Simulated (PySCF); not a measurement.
## Pb (lead, neutral) across methods

[Xe] 4f14 5d10 6s2 6p1 6d1, one real determinant (an excited configuration). Computed with PySCF 2.14 in aug-cc-pwCVDZ-PP with ECP60MDF (6s5p4d1f, 48 functions), with scalar relativity through the core potential.

| method | E (hartree) | mean ε 6s β (eV) | mean ε 6p α (eV) | mean ε 6d α (eV) | Σ⟨r²⟩ (bohr²) | ⟨S²⟩ |
| --- | --- | --- | --- | --- | --- | --- |
| UHF | -191.60697 | -16.064 | -8.378 | -0.451 | 80.92 | 2.007 |
| LDA | -192.3548 | -13.921 | -5.416 | 0.419 | 79.69 | 2.001 |
| PW91 | -192.7352 | -13.588 | -5.353 | 0.272 | 79.99 | 2.001 |
| TPSSh | -192.5626 | -13.800 | -5.691 | 0.226 | 80.14 | 2.001 |
| PBE | -192.6585 | -13.522 | -5.298 | 0.286 | 80.10 | 2.001 |
| LC-wPBE | -192.6297 | -16.946 | -8.631 | -0.894 | 79.63 | 2.004 |
| PBE0 | -192.6223 | -14.434 | -6.214 | 0.015 | 80.02 | 2.002 |
| r2SCAN | -192.7068 | -13.724 | -5.589 | 0.397 | 79.87 | 2.003 |
| M06-2X | -192.5034 | -15.226 | -7.200 | -0.118 | 79.86 | 2.004 |

⟨L²⟩ = 8.02 against 12 for a pure F term, so this real determinant mixes terms. Energies and moments cover only the electrons outside the core potential. Spin-orbit coupling, absent here, splits the open shell strongly. The outer electron is Rydberg-like, and this basis confines it to a smaller radius and binds it less than a complete one would.

The highest occupied level is positive at LDA, PW91, TPSSh, PBE, PBE0, r2SCAN: only the finite basis holds that electron, which in a density functional comes from self-interaction.
